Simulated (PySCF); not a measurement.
CH4SSe. Atoms are numbered in the order given.

```xyz
7

Se    -0.4951     0.3778     0.8206
H     -1.8135    -0.1933     0.4487
S      0.7503    -0.8735    -0.5361
C      0.7330     0.0896    -2.0897
H     -0.2783     0.1392    -2.5171
H      1.3930    -0.4546    -2.7839
H      1.1281     1.1027    -1.9333
```

Geometry optimised at B3LYP-D3(BJ)/def2-SVP. The values are those of a single conformer.

Method: B3LYP-D3(BJ)/def2-SVP (PySCF).

Frequencies are harmonic and unscaled.

### Question
Give all harmonic wavenumbers and intensities. (An estimate is asked for; the answer gives what the named calculation found.)

### Answer

| mode | ν (cm⁻¹) | IR (km/mol) | Raman (Å⁴/amu) | depolarisation | moving atoms (share of kinetic energy) |
|---|---|---|---|---|---|
| 1 | 166 | 0.4 | 0.1 | 0.75 | H 97 % |
| 2 | 212 | 0.3 | 5.3 | 0.49 | C 43 %, H 24 %, S 17 %, Se 16 % |
| 3 | 273 | 5.4 | 11.6 | 0.75 | H 93 % |
| 4 | 385 | 0.3 | 9.7 | 0.29 | S 69 %, Se 28 % |
| 5 | 690 | 1.8 | 11.1 | 0.27 | C 57 %, S 30 %, H 13 % |
| 6 | 763 | 7.8 | 31.3 | 0.61 | H 96 % |
| 7 | 960 | 6.0 | 4.3 | 0.61 | H 80 %, C 17 % |
| 8 | 963 | 5.7 | 4.7 | 0.63 | H 81 %, C 16 % |
| 9 | 1326 | 4.6 | 4.5 | 0.45 | H 86 %, C 14 % |
| 10 | 1433 | 10.0 | 20.4 | 0.75 | H 95 % |
| 11 | 1454 | 10.1 | 14.9 | 0.74 | H 95 % |
| 12 | 2345 | 34.4 | 197.8 | 0.28 | H 99 % |
| 13 | 3035 | 16.4 | 176.9 | 0.03 | H 98 % |
| 14 | 3137 | 3.5 | 114.1 | 0.73 | H 90 %, C 10 % |
| 15 | 3154 | 5.7 | 60.3 | 0.75 | H 90 %, C 10 % |
